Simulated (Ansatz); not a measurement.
Correcting a cheap level on molecular compounds of Al

The vertical ionisation energy (cation less neutral) in eV of 8 molecular compounds of Al: x at HF/def2-TZVPP, y at CCSD(T)/def2-TZVPP. Shapes, held fixed at every level: PBE0-D4/def2-TZVP. Flexible molecules stand in one conformer, not always the lowest. Programs: Ansatz 0.2.0.

| molecule | x (eV) | y (eV) |
| --- | --- | --- |
| CH4AlFS (SMILES C[S][AlH][F]) | 8.60 | 9.66 |
| C2H7AlOS (SMILES C[CH2][Al]([OH])[SH]) | 8.84 | 9.89 |
| C3H9AlO3 (SMILES C[O][Al]([O]C)[O]C) | 9.32 | 10.51 |
| AlH(SiH3)Cl | 9.33 | 10.00 |
| Al(SH)ClF | 9.64 | 10.68 |
| C2HAlCl2 (SMILES C#[C][Al]([Cl])[Cl]) | 9.71 | 11.19 |
| Al(OH)BrF | 10.65 | ? |
| Al(OH)F2 | 11.42 | 12.99 |

Question: Fit y = c + s·x to the known rows and predict y for Al(OH)BrF.

Answer: 
1. Means of the 7 rows: x = 9.5514, y = 10.703.
2. Σ(Δx)² = 5.0385, Σ(Δx·Δy) = 6.1197, so the slope is 6.1197/5.0385 = 1.2146.
3. Intercept: 10.703 − (1.2146) × 9.5514 = -0.898. The largest residual of the fit is 0.43.
4. Al(OH)BrF: -0.898 + 1.2146 × 10.65 = 12.04 eV.

CCSD(T)/def2-TZVPP gives 11.49 eV, so the prediction is off by +0.55 eV, more than the largest residual. Uncorrected, HF/def2-TZVPP misses it by -0.84 eV, and the other rows by 1.15 on average. The line overshoots: the miss goes from -0.84 to +0.55. Al(OH)F2 lies far out in x and weighs most in the slope. Left out in turn, the other rows are missed by 0.21 eV on average, so the withheld one doesn't follow the line. Cations run unrestricted. Relativity is left out for Br. Outer-core shells of Br are correlated, in sets that cover them unevenly.
